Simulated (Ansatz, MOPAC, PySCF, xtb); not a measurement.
Pair of molecules: HI (SMILES I) (first 2 atoms) with H4OSi (SMILES O[SiH3]); geometry from B3LYP-D3(BJ)/def2-TZVP, rigid monomers moved along the line of their centres of mass till H2···O3 is 2.32 Å.
(charge 0, multiplicity 1):
```xyz
8

I     -0.4232    -1.1697    -0.6328
H     -0.5765    -0.9602     0.9732
O     -0.6376    -0.4523     3.2325
Si     0.2148     0.8051     3.9084
H     -1.2353    -0.9645     3.7831
H     -0.7017     1.8226     4.4739
H      1.0024     1.3744     2.8003
H      1.1073     0.3199     4.9870
```

| level | interaction energy (kcal/mol) | cost |
|---|---|---|
| AM1 | -2.31 | - |
| PM6 | -2.62 | - |
| PM7 | -4.57 | - |
| GFN1-xTB | -1.41 | - |
| HF/def2-TZVPPD | -1.41 | - |
| PBE-D3(BJ)/def2-TZVPPD | -3.34 | ×1 |
| r2SCAN-D4/def2-TZVPPD | -2.96 | ×2 |
| B3LYP/LANL2DZ (no counterpoise) | -3.97 | - |
| B3LYP-D3(BJ)/def2-TZVPPD | -3.25 | ×1 |
| PBE0-D3(BJ)/def2-TZVPPD | -3.33 | ×2 |
| PBE0-D4/def2-TZVPPD | -3.27 | ×2 |
| MP2/def2-TZVPPD | -2.89 | ×2 |
| SCS-MP2/def2-TZVPPD | -2.36 | - |
| MP2/CBS(def2-SVPD, def2-TZVPPD) + ΔCCSD(T)/def2-SVPD | -2.71 | ×4 |

The rows run from -4.57 (PM7) to -1.41 kcal/mol (HF/def2-TZVPPD).

Counterpoise-corrected where a basis set is named; no monomer relaxation. Rows marked so take none.

Frozen-core correlation. Filled d and f shells under p-block atoms count as core. CBS: X⁻³ extrapolation of the correlation energy, Hartree–Fock from the larger set. Rows in LANL2DZ carry no dispersion term and start afresh at each structure. LANL2DZ brings its own core potentials from Na on. The state reached by AM1, PM6, PM7 isn't checked; PM7 holds dispersion and hydrogen-bond terms.

The values were computed with Ansatz (Gaussian orbitals); MOPAC for AM1, PM6, PM7 (differences of heats of formation); PySCF for LANL2DZ rows, the dispersion terms; xtb for the GFN methods. Each number belongs to the level named beside it. In def2 rows elements past Kr take small-core potentials, without spin–orbit coupling.

Costs are rough ratios of core time to PBE/def2-TZVPPD (about 11 s over the structures, on one shared machine); a dash marks a level with no comparable run of its own.

Ansatz is a program for electronic structure.
